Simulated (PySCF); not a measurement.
NbO2, SMILES [Nb](=[O])=[O] (connectivity only; charge and spin as stated), neutral, multiplicity 2.

Geometry: B3LYP-D3(BJ)/def2-TZVP. The spin state was assumed, not searched. The def2 effective core potentials stand for the cores of Nb; spin–orbit coupling is left out.

Two levels are set side by side: PBE/def2-TZVPD (PySCF) and r2SCAN/def2-TZVPD (PySCF). Same geometry, gas phase. Differences are taken from unrounded values.

```
quantity                     r2SCAN
---------------------------  ------
α-spin orbital gap (eV)        1.53
β-spin orbital gap (eV)        3.87
dipole moment (D)              5.15
mean polarisability (bohr³)    73.2
```

Question: What does PBE give, and how far is it from r2SCAN? (An estimate is asked for; the answer gives what the named calculation found.)

Answer: 
```
quantity                      PBE  PBE minus r2SCAN
---------------------------  ----  ----------------
α-spin orbital gap (eV)      1.14             -0.39
β-spin orbital gap (eV)      3.14             -0.73
dipole moment (D)            4.72             -0.43
mean polarisability (bohr³)  72.6              -0.6
```

Rough cost on one machine, each run with all the roots and properties that it gave: r2SCAN against PBE about 2 times.
